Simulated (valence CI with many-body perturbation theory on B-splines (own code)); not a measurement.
**E1 transitions of P9+**

Calculated by relativistic CI+MBPT: four valence electrons over a frozen Dirac-Fock core [He], radial functions for each j: 11 s, 11 p, 9 d, 7 f, 5 g, 2 h, 1 i, with the one-electron correlation potential Σ1, the two-electron term Σ2, the three-electron term Σ3, Breit, model QED; selected CI, second order for the rest, scaled by the run's own slope (own B-spline code, finite nucleus).

No measured spectrum was set against this ion. As an estimate, levels of excited configurations hold to 0.05 to 0.15 % of their energy, terms of the ground configuration to about 0.5 %.

Lines 201 to 236 of 236 in falling wavelength, among levels below 288.78 eV, chosen from the strongest by gf and those to the six lowest levels. Wavelengths and rates use the calculated energies, so an error of 200 cm⁻¹ moves a line at 45.49 Å by 0.0091 % and its rate by three times that or more. Electric multipoles are in the length gauge, E1 and E2 with the static RPA response of the core. Weak lines are less certain than strong ones. Lines between different terms over intervals too small for the method are left out, as are lines whose strength nearly cancels. The highest levels of a list are the least certain.

```tsv
λ vac (Å)	Upper	Lower	A (s⁻¹)	S (a.u.)
45.49	2s2 2p 3d 1P°_1	2s2 2p2 3P_0	4.53e+09	6.31e-04
45.47	2s 2p2 3p 3D°_2	2s2 2p2 1D_2	1.10e+08	2.56e-05
45.39	2s 2p2 3p 3D°_3	2s2 2p2 1D_2	1.10e+09	3.56e-04
45.30	2s 2p2 3p 5S°_2	2s2 2p2 1D_2	3.15e+06	7.22e-07
45.29	2s 2p2 3p 3S°_1	2s2 2p2 3P_2	1.87e+11	2.57e-02
45.18	2s 2p2 3p 3S°_1	2s2 2p2 3P_1	1.35e+11	1.85e-02
45.16	2s 2p2 3p 5D°_1	2s2 2p2 3P_2	1.86e+09	2.54e-04
45.13	2s 2p2 3p 3P°_1	2s2 2p2 1D_2	4.79e+08	6.51e-05
45.12	2s 2p2 3p 5D°_2	2s2 2p2 3P_2	6.83e+07	1.55e-05
45.11	2s 2p2 3p 3S°_1	2s2 2p2 3P_0	5.12e+10	6.95e-03
45.10	2s 2p2 3p 3P°_2	2s2 2p2 1D_2	5.06e+08	1.15e-04
45.07	2s 2p2 3p 5D°_0	2s2 2p2 3P_1	3.50e+08	1.58e-05
45.06	2s 2p2 3p 5D°_3	2s2 2p2 3P_2	1.24e+06	3.93e-07
45.05	2s 2p2 3p 5D°_1	2s2 2p2 3P_1	4.68e+08	6.34e-05
45.01	2s 2p2 3p 5D°_2	2s2 2p2 3P_1	2.66e+07	5.99e-06
44.98	2s 2p2 3p 5D°_1	2s2 2p2 3P_0	5.55e+07	7.47e-06
44.92	2s 2p2 3p 5P°_1	2s2 2p2 3P_2	2.74e+09	3.67e-04
44.89	2s 2p2 3p 5P°_2	2s2 2p2 3P_2	1.14e+07	2.54e-06
44.84	2s 2p2 3p 5P°_3	2s2 2p2 3P_2	2.98e+09	9.29e-04
44.81	2s 2p2 3p 5P°_1	2s2 2p2 3P_1	2.14e+09	2.85e-04
44.79	2s 2p2 3p 5P°_2	2s2 2p2 3P_1	1.09e+09	2.42e-04
44.74	2s 2p2 3p 5P°_1	2s2 2p2 3P_0	1.97e+09	2.61e-04
44.50	2s 2p2 3p 3D°_1	2s2 2p2 3P_2	3.39e+09	4.42e-04
44.45	2s 2p2 3p 3D°_2	2s2 2p2 3P_2	5.47e+10	1.18e-02
44.39	2s 2p2 3p 3D°_1	2s2 2p2 3P_1	1.23e+11	1.59e-02
44.37	2s 2p2 3p 3D°_3	2s2 2p2 3P_2	3.34e+11	1.01e-01
44.34	2s 2p2 3p 3D°_2	2s2 2p2 3P_1	2.80e+11	6.03e-02
44.32	2s 2p2 3p 3D°_1	2s2 2p2 3P_0	2.07e+11	2.67e-02
44.28	2s 2p2 3p 5S°_2	2s2 2p2 3P_2	1.33e+09	2.84e-04
44.17	2s 2p2 3p 5S°_2	2s2 2p2 3P_1	2.33e+08	4.95e-05
44.12	2s 2p2 3p 3P°_1	2s2 2p2 3P_2	1.66e+11	2.12e-02
44.09	2s 2p2 3p 3P°_2	2s2 2p2 3P_2	2.74e+11	5.81e-02
44.04	2s 2p2 3p 3P°_0	2s2 2p2 3P_1	3.32e+11	1.40e-02
44.02	2s 2p2 3p 3P°_1	2s2 2p2 3P_1	8.45e+10	1.07e-02
43.99	2s 2p2 3p 3P°_2	2s2 2p2 3P_1	6.00e+10	1.26e-02
43.95	2s 2p2 3p 3P°_1	2s2 2p2 3P_0	8.26e+10	1.04e-02
```
